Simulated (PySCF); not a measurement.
# How methods differ on the excitation energy of Ar⁺

Ar⁺ [Ne] 3s2 3p5 (2P) → Ar⁺ [Ne] 3s1 3p6 (2S), as a difference of total energies. Calculation: PySCF 2.14, in aug-cc-pCVQZ-DK; scalar relativity by spin-free X2C-1e. Correlated levels: valence: [Ne] frozen; valence and next inner shell: 1s2 frozen; nothing frozen. The calculations carry no spin-orbit coupling.

```json
{"method": "UHF", "excitation energy (eV)": "18.786"}
{"method": "LDA", "excitation energy (eV)": "14.352"}
{"method": "PBE", "excitation energy (eV)": "14.653"}
{"method": "PBE0", "excitation energy (eV)": "15.689"}
{"method": "r2SCAN", "excitation energy (eV)": "15.599"}
{"method": "M06-2X", "excitation energy (eV)": "15.839"}
{"method": "B3LYP", "excitation energy (eV)": "15.400"}
{"method": "wB97M-V", "excitation energy (eV)": "15.746"}
{"method": "ROHF", "excitation energy (eV)": "18.722"}
{"method": "MP2 (valence)", "excitation energy (eV)": "15.897"}
{"method": "SCS-MP2 (valence)", "excitation energy (eV)": "15.596"}
{"method": "MP2 (valence and next inner shell)", "excitation energy (eV)": "15.723"}
{"method": "SCS-MP2 (valence and next inner shell)", "excitation energy (eV)": "15.453"}
{"method": "MP2 (all electrons)", "excitation energy (eV)": "15.713"}
{"method": "SCS-MP2 (all electrons)", "excitation energy (eV)": "15.447"}
```

**Question.** Which method comes closest to the reference value, and which is furthest?

**Answer.** The reference is 13.421 eV (measured; NIST levels, between the centres of gravity of the two terms). Closest: LDA (error 0.931 eV); furthest: UHF (error 5.365 eV).
